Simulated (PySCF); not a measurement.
Species: C4H9B.
SMILES: `B[C@@H]1C[C@@H]1C`

The closed-shell ground state was solved at several levels (PySCF, density fitting, gas phase, non-relativistic). Geometry: PBE0-D3(BJ)/def2-SVP, one conformer, isolated molecule.

```
             level  basis functions  HOMO (eV)  LUMO (eV)  gap (eV)  dipole (D)
      LDA/pcSseg-1              130      -6.90      -2.30      4.60        1.54
    B97-2/pcSseg-1              130      -7.83      -1.01      6.82        1.36
     PBE0/pcSseg-1              130      -8.09      -1.04      7.05        1.37
    B97-D/pcSseg-1              130      -6.79      -1.81      4.98        1.44
       PBE0/STO-3G               34      -6.75       1.87      8.62        1.16
  LC-wPBE/pcSseg-1              130     -10.84       1.25     12.09        1.25
      KT2/pcSseg-1              130      -6.85      -2.02      4.83        1.46
       PBE0/6-31G*               88      -7.87      -0.62      7.25        1.42
     BP86/pcSseg-1              130      -6.91      -2.07      4.84        1.49
PBE0/6-311+G(2d,p)              189      -8.06      -1.10      6.96        1.38
        PBE0/6-31G               63      -7.92      -0.66      7.26        1.43
```

Problem. What might HF/pcSseg-1 (130 basis functions) give for the same quantities?

Solution. HOMO -11.06 eV, LUMO 2.52 eV, gap 13.58 eV, dipole 1.14 D.

Problem. Over all these levels, which gives the widest orbital gap and which the narrowest?

Solution. HF/pcSseg-1 (Hartree–Fock, all exact exchange) has the widest, 13.58 eV, and LDA/pcSseg-1 (LDA) the narrowest, 4.60 eV. The two share the basis. From the narrowest to the widest the HOMO moves by -4.16 eV and the LUMO by +4.82 eV.

Problem. How much does the basis alone move the frontier levels among the 5 PBE0 rows?

Solution. The HOMO by 1.34 eV and the LUMO by 2.97 eV. By rising basis size (HOMO, LUMO in eV): STO-3G -6.75, 1.87; 6-31G -7.92, -0.66; 6-31G* -7.87, -0.62; pcSseg-1 -8.09, -1.04; 6-311+G(2d,p) -8.06, -1.10.

Problem. In the pcSseg-1 basis, how does the gap go with the fixed share of exact exchange?

Solution. LDA (0 %) 4.60 eV; KT2 (0 %) 4.83 eV; BP86 (0 %) 4.84 eV; B97-D (0 %) 4.98 eV; B97-2 (21 %) 6.82 eV; PBE0 (25 %) 7.05 eV; HF (100 %) 13.58 eV. Each rise in the share widens the gap here.

Problem. How far do the dipole and the HOMO energy spread over the levels?

Solution. The dipole runs from 1.14 to 1.54 D (mean 1.37 D) and the HOMO from -11.06 to -6.75 eV.
